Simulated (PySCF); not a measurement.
An unknown shows these calculated signals:

1H NMR (400 MHz, computed): δ 5.13 (m, 1H), 3.85 (s, 3H), 3.37 (s, 3H), 3.36 (m, 1H), 1.86 (m, 2H), 1.68 (m, 2H).

13C{1H} NMR (computed): δ 70.4 (CH), 57.4 (CH3), 54.0 (CH3), 30.6 (CH2).

Non-relativistic, gas phase, one computed conformer, fast rotation and ring inversion assumed for equivalent nuclei. Coordinates at the GFN2-xTB level; σ from GIAO-PBE0/pcSseg-1; PySCF 2.14.

Shifts are taken against calculated references (same method and geometry level): TMS for 1H and 13C.

Q: Which of these does the molecule contain: a methoxy group, a three-membered ring, a Si–H bond, a carboxylic acid, a non-aromatic C=C double bond?

A: 
- A methoxy group: yes (δC 57.4; δH 3.37 (s)).
- A three-membered ring: no.
- A Si–H bond: yes (δH 5.13 (m)).
- A carboxylic acid: no.
- A non-aromatic C=C double bond: no.

The data belong to `[Si@H]1(OC)C[C@@H](OC)C1`, C5H12O2Si; they needn't prove each group on their own.

Carbon signals by region: 3 at 50–100 ppm, 1 below 50 ppm.

Shifts are as computed. Against solution values, carbons near 30 ppm lie about +3 ppm off and those near 130 ppm about +5 ppm. Of 1309 compounds with measured shifts, 239 miss one by over three times the rms of a fit or turn the order of signals round; such compounds aren't used in these exercises. No couplings were computed; multiplicities are counted from neighbouring protons, with m where these are inequivalent, close in shift, in a saturated or five-membered ring or joined by F or P, and br s for small geminal =CH2 splittings.
